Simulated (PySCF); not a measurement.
A structure optimised at PBE-D3(BJ)/def2-SVP, used in a PySCF frequency run:

```
Si
O 1 1.6896
H 2 0.9722 1 112.92
N 1 1.7263 2 101.58 3 -156.66
H 4 1.0203 1 120.46 2 -176.53
H 4 1.0212 5 112.23 1 149.71
N 1 1.7311 2 119.62 3 87.86
H 7 1.0235 1 116.72 2 71.05
C 7 1.4485 8 114.58 1 166.00
H 9 1.1100 7 109.55 8 177.84
H 9 1.1137 10 106.64 7 121.74
H 9 1.1164 10 106.85 11 114.32
H 1 1.5127 2 106.83 3 -28.84
```
Charge 0, spin multiplicity 1.

**Question.** Write its SMILES and formula.

**Answer.** CN[Si@@H](N)O, CH8N2OSi

**Question.** What are its rotational constants (standard atomic weights)?

**Answer.** 6.2792, 2.5850, 2.0169 GHz
